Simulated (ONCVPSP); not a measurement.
**Potentials for Zn compared**

Generated with ld1.x 7.5 (TM, RRKJ, ultrasoft, PAW), atompaw 4.2 or ONCVPSP 4.0.1. The cutoff is in Ry: for ld1.x and atompaw files where the sum of valence levels is converged to 10 mRy in a Bessel basis, for ONCV files where the hardest occupied wave has 1 mHa per electron of residual kinetic energy. The error is the largest all-electron minus pseudo excitation energy over each file’s own four to seven test configurations (ionisations up to +4, promotions, holes and added fractions of an electron), all of which were solved. The labels leave out finer settings (local radius, basis sizes, second energies), which also bear on the numbers. Spin-polarised tests are not counted. The rows are a selection from randomly drawn settings: files with unsolved tests, undetermined cutoffs or missed reference levels are left out.

A true bound ghost makes a file unfit for plane-wave use even where its test errors are small: the radial tests pick states by their node count and pass the ghost by.

| potential | cutoff (Ry) | largest error (meV) | bound ghosts |
| --- | --- | --- | --- |
| ONCV, PBE, scalar-relativistic, rc 1.25/1.00/1.35 (spd), local smoothed, core correction yes, reference 3s2 3p6 3d10 4s1, qcut 8.7/10.8/12.1, projectors 2/2/2 | 123 | +50 | none |
| ONCV, PBE, fully relativistic, rc 1.10/0.85/1.15 (spd), local smoothed, core correction yes, reference 3s2 3p6 3d10 4s1, qcut 9.6/12.7/13.7, projectors 2/2/2 | 147 | +10 | none |
| ONCV, PBEsol, scalar-relativistic, rc 1.14/0.84/1.20 (spd), local smoothed, core correction no, reference 3s2 3p6 3d10 4s0.5, qcut 12.1/12.8/11.9, projectors 2/1/3 | 120 | +85 | none |
| ONCV, PBEsol, scalar-relativistic, rc 2.00/1.90/0.75 (spd), local smoothed, core correction yes, reference 3d10 4s2, qcut 3.7/3.4/18.3, projectors 3/2/2 | 285 | -192 | s, p |
| ONCV, PBE, scalar-relativistic, rc 0.90/0.90/1.35 (spd), local smoothed, core correction yes, reference 3s2 3p6 3d10 4s2, qcut 16.7/19.3/11.8, projectors 2/3/2 | 198 | -180 | none |

Task: Fill in the row for Zn: ONCV, LDA (Perdew-Wang 92), scalar-relativistic, rc 1.25/0.80/0.70 (spd), local smoothed, core correction yes, reference 3s2 3p6 3d10 4s1, qcut 12.2/20.9/12, projectors 3/2/1.

Result: cutoff 1202 Ry, largest error -6.0 meV, bound ghosts: none.

Task: Fill in the row for Zn: ONCV, PBE, fully relativistic, rc 1.10/1.05/0.95/1.20 (spdf), local smoothed, core correction yes, reference 3s2 3p6 3d10 4s2, qcut 13.1/12.9/20/8, projectors 2/1/1/2.

Result: cutoff 262 Ry, largest error -16 meV, bound ghosts: none.
